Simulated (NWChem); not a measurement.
Species: chlorotrifluoromethane (CClF3); SMILES FC(F)(F)Cl

Program: NWChem. Structure relaxed at the PBE0/def2-SVP level. Level: PBE0/def2-SVP with SMD (1 M gas to 1 M solution), gas-phase geometry.

For solvent n-hexane:

```yaml
solvation free energy (kcal/mol): -0.4
cavity-dispersion-structure term (kcal/mol): -0.2
```

### Question
How do the values read with solvent water instead?

### Answer
* **solvation free energy (kcal/mol)**: 2.8
* **cavity-dispersion-structure term (kcal/mol)**: 3.3
